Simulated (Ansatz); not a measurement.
Geometry optimisation of CH7ClO2Si2, SMILES `C[Si@H](O)[Si@@H](O)Cl`.

```yaml
crystal:
  periodic: [false, false, false]
  atoms:
    - {symbol: C, position_ang: [0.236520, -0.662170, -1.906960]}
    - {symbol: Si, position_ang: [0.565030, 0.293810, -0.297510]}
    - {symbol: O, position_ang: [1.671170, -0.485910, 0.628490]}
    - {symbol: Si, position_ang: [-1.215370, 0.306710, 1.152040]}
    - {symbol: O, position_ang: [-0.821800, 1.039990, 2.552560]}
    - {symbol: Cl, position_ang: [-2.731810, 1.459670, 0.486920]}
    - {symbol: H, position_ang: [1.112270, -0.673640, -2.551240]}
    - {symbol: H, position_ang: [-0.033100, -1.696970, -1.707230]}
    - {symbol: H, position_ang: [-0.576020, -0.218000, -2.471540]}
    - {symbol: H, position_ang: [1.142010, 1.595850, -0.687400]}
    - {symbol: H, position_ang: [2.506700, -0.785650, 0.277620]}
    - {symbol: H, position_ang: [-1.825010, -0.985820, 1.493040]}
    - {symbol: H, position_ang: [-0.030600, 0.812130, 3.031220]}
basis:
  gaussian: {orbitals: def2-TZVP}
hamiltonian: {xc: pbe0, dispersion: d4}
relax: {f_tol: 0.005, max_steps: 150}
```

```sh
$ ansatz run in.yaml --threads 2 --pin off --events-out ev --progress --plain --max-ram 31744MiB --backend cuda --devices 0, --max-vram 18GiB
```

Shortened log:

```
Functional definition: PBE0
mean field -33513.93791513 eV, -1231.6145018181 hartree, gradient 6.6e-5 eV, S^2 0.000000; 0 other end points of the search recorded, 0 dependent functions left out
relax step   1: F+E_penalty+E_count = -33514.23259573 eV  Δ(F+E_penalty+E_count) = +0.000e0 eV  max|allowed force component| = 1.337e0 eV/Å  Δτ_max = 0.0000 Å  (27 SCF iters, accepted)
mean field -33514.03737167 eV, -1231.6181567784 hartree, gradient 8.4e-6 eV, S^2 0.000000; 0 other end points of the search recorded, 0 dependent functions left out
relax step   2: F+E_penalty+E_count = -33514.32950446 eV  Δ(F+E_penalty+E_count) = -9.691e-2 eV  max|allowed force component| = 4.898e-1 eV/Å  Δτ_max = 0.1559 Å  (31 SCF iters, accepted)
mean field -33514.07724087 eV, -1231.6196219444 hartree, gradient 1.5e-5 eV, S^2 0.000000; 0 other end points of the search recorded, 0 dependent functions left out
relax step   3: F+E_penalty+E_count = -33514.37084769 eV  Δ(F+E_penalty+E_count) = -4.134e-2 eV  max|allowed force component| = 2.120e-1 eV/Å  Δτ_max = 0.0699 Å  (30 SCF iters, accepted)
mean field -33514.08565021 eV, -1231.6199309822 hartree, gradient 1.4e-5 eV, S^2 0.000000; 0 other end points of the search recorded, 0 dependent functions left out
relax step   4: F+E_penalty+E_count = -33514.37927813 eV  Δ(F+E_penalty+E_count) = -8.430e-3 eV  max|allowed force component| = 1.317e-1 eV/Å  Δτ_max = 0.0421 Å  (31 SCF iters, accepted)
mean field -33514.09377745 eV, -1231.6202296526 hartree, gradient 2.2e-5 eV, S^2 0.000000; 0 other end points of the search recorded, 0 dependent functions left out
relax step   5: F+E_penalty+E_count = -33514.38866711 eV  Δ(F+E_penalty+E_count) = -9.389e-3 eV  max|allowed force component| = 1.848e-1 eV/Å  Δτ_max = 0.0886 Å  (30 SCF iters, accepted)
mean field -33514.09832909 eV, -1231.6203969222 hartree, gradient 1.7e-5 eV, S^2 0.000000; 0 other end points of the search recorded, 0 dependent functions left out
relax step   6: F+E_penalty+E_count = -33514.39321669 eV  Δ(F+E_penalty+E_count) = -4.550e-3 eV  max|allowed force component| = 2.146e-1 eV/Å  Δτ_max = 0.0406 Å  (30 SCF iters, accepted)
mean field -33514.10118311 eV, -1231.6205018055 hartree, gradient 2.1e-5 eV, S^2 0.000000; 0 other end points of the search recorded, 0 dependent functions left out
relax step   7: F+E_penalty+E_count = -33514.39659470 eV  Δ(F+E_penalty+E_count) = -3.378e-3 eV  max|allowed force component| = 5.129e-1 eV/Å  Δτ_max = 0.0764 Å  (30 SCF iters, accepted)
mean field -33514.11878944 eV, -1231.6211488263 hartree, gradient 1.5e-5 eV, S^2 0.000000; 0 other end points of the search recorded, 0 dependent functions left out
relax step   8: F+E_penalty+E_count = -33514.41382923 eV  Δ(F+E_penalty+E_count) = -1.723e-2 eV  max|allowed force component| = 1.361e-1 eV/Å  Δτ_max = 0.2000 Å  (36 SCF iters, accepted)
mean field -33514.12109761 eV, -1231.6212336500 hartree, gradient 1.5e-5 eV, S^2 0.000000; 0 other end points of the search recorded, 0 dependent functions left out
relax step   9: F+E_penalty+E_count = -33514.41634950 eV  Δ(F+E_penalty+E_count) = -2.520e-3 eV  max|allowed force component| = 1.678e-1 eV/Å  Δτ_max = 0.0218 Å  (31 SCF iters, accepted)
mean field -33513.95461020 eV, -1231.6151153505 hartree, gradient 1.4e-5 eV, S^2 0.000000; 0 other end points of the search recorded, 0 dependent functions left out
relax step  10: F+E_penalty+E_count = -33514.25036990 eV  Δ(F+E_penalty+E_count) = +1.660e-1 eV  max|allowed force component| = 2.808e0 eV/Å  Δτ_max = 0.1958 Å  (36 SCF iters, rejected (line search))
mean field -33514.13219196 eV, -1231.6216413599 hartree, gradient 8.6e-6 eV, S^2 0.000000; 0 other end points of the search recorded, 0 dependent functions left out
relax step  11: F+E_penalty+E_count = -33514.42750819 eV  Δ(F+E_penalty+E_count) = -1.116e-2 eV  max|allowed force component| = 1.386e-1 eV/Å  Δτ_max = 0.0979 Å  (29 SCF iters, accepted)
mean field -33514.12330178 eV, -1231.6213146517 hartree, gradient 2.7e-5 eV, S^2 0.000000; 0 other end points of the search recorded, 0 dependent functions left out
relax step  12: F+E_penalty+E_count = -33514.41868978 eV  Δ(F+E_penalty+E_count) = +8.818e-3 eV  max|allowed force component| = 8.228e-1 eV/Å  Δτ_max = 0.0913 Å  (30 SCF iters, rejected (line search))
mean field -33514.13471798 eV, -1231.6217341895 hartree, gradient 1.6e-5 eV, S^2 0.000000; 0 other end points of the search recorded, 0 dependent functions left out
relax step  13: F+E_penalty+E_count = -33514.43043709 eV  Δ(F+E_penalty+E_count) = -2.929e-3 eV  max|allowed force component| = 1.047e-1 eV/Å  Δτ_max = 0.0456 Å  (30 SCF iters, accepted)
mean field -33514.13742721 eV, -1231.6218337519 hartree, gradient 1.6e-5 eV, S^2 0.000000; 0 other end points of the search recorded, 0 dependent functions left out
relax step  14: F+E_penalty+E_count = -33514.43298976 eV  Δ(F+E_penalty+E_count) = -2.553e-3 eV  max|allowed force component| = 1.432e-1 eV/Å  Δτ_max = 0.0487 Å  (30 SCF iters, accepted)
mean field -33514.13968074 eV, -1231.6219165674 hartree, gradient 1.7e-5 eV, S^2 0.000000; 0 other end points of the search recorded, 0 dependent functions left out
relax step  15: F+E_penalty+E_count = -33514.43513550 eV  Δ(F+E_penalty+E_count) = -2.146e-3 eV  max|allowed force component| = 1.764e-1 eV/Å  Δτ_max = 0.0737 Å  (30 SCF iters, accepted)
mean field -33514.13931376 eV, -1231.6219030811 hartree, gradient 2.0e-5 eV, S^2 0.000000; 0 other end points of the search recorded, 0 dependent functions left out
relax step  16: F+E_penalty+E_count = -33514.43535499 eV  Δ(F+E_penalty+E_count) = -2.195e-4 eV  max|allowed force component| = 3.671e-1 eV/Å  Δτ_max = 0.1096 Å  (30 SCF iters, accepted)
mean field -33514.14325473 eV, -1231.6220479090 hartree, gradient 1.8e-5 eV, S^2 0.000000; 0 other end points of the search recorded, 0 dependent functions left out
relax step  17: F+E_penalty+E_count = -33514.43986757 eV  Δ(F+E_penalty+E_count) = -4.513e-3 eV  max|allowed force component| = 1.919e-1 eV/Å  Δτ_max = 0.0918 Å  (30 SCF iters, accepted)
mean field -33514.14612148 eV, -1231.6221532603 hartree, gradient 1.8e-5 eV, S^2 0.000000; 0 other end points of the search recorded, 0 dependent functions left out
relax step  18: F+E_penalty+E_count = -33514.44250657 eV  Δ(F+E_penalty+E_count) = -2.639e-3 eV  max|allowed force component| = 7.111e-2 eV/Å  Δτ_max = 0.0978 Å  (30 SCF iters, accepted)
mean field -33514.14686142 eV, -1231.6221804524 hartree, gradient 2.2e-5 eV, S^2 0.000000; 0 other end points of the search recorded, 0 dependent functions left out
relax step  19: F+E_penalty+E_count = -33514.44361348 eV  Δ(F+E_penalty+E_count) = -1.107e-3 eV  max|allowed force component| = 1.287e-1 eV/Å  Δτ_max = 0.1338 Å  (29 SCF iters, accepted)
mean field -33514.14851808 eV, -1231.6222413335 hartree, gradient 1.4e-5 eV, S^2 0.000000; 0 other end points of the search recorded, 0 dependent functions left out
relax step  20: F+E_penalty+E_count = -33514.44496369 eV  Δ(F+E_penalty+E_count) = -1.350e-3 eV  max|allowed force component| = 8.043e-2 eV/Å  Δτ_max = 0.0250 Å  (31 SCF iters, accepted)
mean field -33514.14913472 eV, -1231.6222639946 hartree, gradient 1.4e-5 eV, S^2 0.000000; 0 other end points of the search recorded, 0 dependent functions left out
relax step  21: F+E_penalty+E_count = -33514.44577457 eV  Δ(F+E_penalty+E_count) = -8.109e-4 eV  max|allowed force component| = 5.081e-2 eV/Å  Δτ_max = 0.0304 Å  (31 SCF iters, accepted)
mean field -33514.14978075 eV, -1231.6222877361 hartree, gradient 1.4e-5 eV, S^2 0.000000; 0 other end points of the search recorded, 0 dependent functions left out
relax step  22: F+E_penalty+E_count = -33514.44637566 eV  Δ(F+E_penalty+E_count) = -6.011e-4 eV  max|allowed force component| = 1.338e-2 eV/Å  Δτ_max = 0.0497 Å  (30 SCF iters, accepted)
mean field -33514.14978816 eV, -1231.6222880084 hartree, gradient 1.6e-5 eV, S^2 0.000000; 0 other end points of the search recorded, 0 dependent functions left out
relax step  23: F+E_penalty+E_count = -33514.44646440 eV  Δ(F+E_penalty+E_count) = -8.874e-5 eV  max|allowed force component| = 5.762e-2 eV/Å  Δτ_max = 0.0722 Å  (30 SCF iters, accepted)
mean field -33514.14990824 eV, -1231.6222924210 hartree, gradient 1.4e-5 eV, S^2 0.000000; 0 other end points of the search recorded, 0 dependent functions left out
relax step  24: F+E_penalty+E_count = -33514.44669150 eV  Δ(F+E_penalty+E_count) = -2.271e-4 eV  max|allowed force component| = 2.060e-2 eV/Å  Δτ_max = 0.0094 Å  (33 SCF iters, accepted)
mean field -33514.14993827 eV, -1231.6222935249 hartree, gradient 2.6e-5 eV, S^2 0.000000; 0 other end points of the search recorded, 0 dependent functions left out
relax step  25: F+E_penalty+E_count = -33514.44673181 eV  Δ(F+E_penalty+E_count) = -4.031e-5 eV  max|allowed force component| = 6.871e-3 eV/Å  Δτ_max = 0.0029 Å  (23 SCF iters, accepted)
mean field -33514.14991152 eV, -1231.6222925416 hartree, gradient 1.4e-5 eV, S^2 0.000000; 0 other end points of the search recorded, 0 dependent functions left out
relax step  26: F+E_penalty+E_count = -33514.44675169 eV  Δ(F+E_penalty+E_count) = -1.988e-5 eV  max|allowed force component| = 4.659e-3 eV/Å  Δτ_max = 0.0078 Å  (32 SCF iters, accepted)
mean field -33514.14989517 eV, -1231.6222919410 hartree, gradient 1.4e-5 eV, S^2 0.000000; 0 other end points of the search recorded, 0 dependent functions left out
relax step  27: F+E_penalty+E_count = -33514.44676206 eV  Δ(F+E_penalty+E_count) = -1.037e-5 eV  max|allowed force component| = 5.244e-3 eV/Å  Δτ_max = 0.0094 Å  (32 SCF iters, accepted)
mean field -33514.14987791 eV, -1231.6222913064 hartree, gradient 1.4e-5 eV, S^2 0.000000; 0 other end points of the search recorded, 0 dependent functions left out
relax step  28: F+E_penalty+E_count = -33514.44676562 eV  Δ(F+E_penalty+E_count) = -3.562e-6 eV  max|allowed force component| = 4.129e-3 eV/Å  Δτ_max = 0.0037 Å  (34 SCF iters, accepted)
mean field -33514.14987791 eV, -1231.6222913063 hartree, gradient 6.3e-5 eV, S^2 0.000000; 1 other end points of the search recorded, 0 dependent functions left out
Total energy: -33514.44680144 eV, -1231.6332030451 hartree
Atom 0 at     0.176315    -0.559909    -1.880164 Å, force     0.001462    -0.000139    -0.000536 eV/Å
Atom 1 at     0.673387     0.094987    -0.205429 Å, force    -0.000221    -0.000663     0.001245 eV/Å
Atom 2 at     1.828308    -0.834134     0.531114 Å, force     0.000193     0.000843    -0.001628 eV/Å
Atom 3 at    -1.156503     0.149301     1.260438 Å, force     0.001962     0.001613    -0.003088 eV/Å
Atom 4 at    -0.850314     0.850534     2.711003 Å, force    -0.001545    -0.001863     0.004129 eV/Å
Atom 5 at    -2.588656     1.233183     0.217078 Å, force    -0.000793    -0.000128     0.000618 eV/Å
Atom 6 at     1.022041    -0.552267    -2.573278 Å, force    -0.000123     0.000793     0.000280 eV/Å
Atom 7 at    -0.198490    -1.583490    -1.809134 Å, force    -0.000599    -0.000280     0.000570 eV/Å
Atom 8 at    -0.613425     0.065207    -2.305037 Å, force    -0.000638    -0.000081    -0.000220 eV/Å
Atom 9 at     1.166091     1.498845    -0.370538 Å, force     0.000150    -0.000045    -0.000272 eV/Å
Atom 10 at     2.692094    -0.891128     0.120304 Å, force     0.000493    -0.000744     0.000870 eV/Å
Atom 11 at    -1.769302    -1.157802     1.588014 Å, force    -0.001200    -0.000636     0.000363 eV/Å
Atom 12 at    -0.381554     1.686674     2.715639 Å, force     0.000859     0.001329    -0.002332 eV/Å
Dipole moment:     0.549228     0.037242    -0.321185 e Å
```

Hardware: 2 threads of an AMD EPYC 7R13 on a shared host and a share of an NVIDIA H100 80 GB. Wall time 32 s, peak host memory 0.92 GiB.
